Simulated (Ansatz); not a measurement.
`CC[SiH2]N` + H₂ → `CC[SiH3]` + NH₃ at 500 K and 1 bar (hydrogenolysis of the Si–N bond).

Program: Ansatz. Geometries: PBE0-D4/def2-TZVP. ΔE: electronic, gas phase. CCSD(T)/CBS adds triple-zeta CCSD(T) − MP2 to the extrapolated MP2 energy (def2 sets, frozen cores). This one scheme is used for every species. One conformer a species, not always the lowest.

```csv
species,CCSD(T)/CBS energy (Eh),H − E (kJ/mol),S (J/(mol·K))
`CC[SiH2]N`,-425.33899,332.5,405.1
H₂,-1.17544,41.0,145.5
`CC[SiH3]`,-369.99568,274.2,352.5
NH₃,-56.50880,108.2,211.8
```

H − E and S are ideal-gas, rigid-rotor, harmonic terms from PBE0-D4/def2-TZVP, for one conformer and one mirror image of each species. The MP2-based limit puts H₂ 0.8 mEh under its directly extrapolated value; such offsets cancel only in part. 1 Eh = 2625.50 kJ/mol, R = 8.31446 J/(mol·K).

Question: By hand: ΔE, ΔH, ΔS and ΔG.

Answer: ΔE = (-369.99568) + (-56.50880) − (-425.33899) − (-1.17544) = 0.00995 Eh = 26.1 kJ/mol. Δ(H − E) = 274.2 + 108.2 − 332.5 − 41.0 = 8.9, so ΔH = 35.0 kJ/mol. ΔS = 352.5 + 211.8 − 405.1 − 145.5 = 13.7 J/(mol·K). ΔG = 35.0 − 500 × (13.7)/1000 = 28.1 kJ/mol.

Question: By hand: the equilibrium constant, and the temperature at which ΔG would vanish if ΔH and ΔS stayed fixed.

Answer: log₁₀ K = −ΔG/(RT ln 10) = -2.9. ΔG = 0 at ΔH/ΔS = 2555 K, far beyond where these terms or the molecules hold.

The number of gas molecules stays the same, so ΔS is small and ΔH decides. A doubt of 5 kJ/mol in ΔE shifts log₁₀ K by 0.5 here. Other conformers and mirror images would add mixing entropy, several J/(mol·K) or more a flexible species. These are equilibria of isolated gas molecules and say nothing of rates. Largest T1 diagnostic: 0.010 (customary marks: 0.02 for closed shells, 0.045 for open ones).
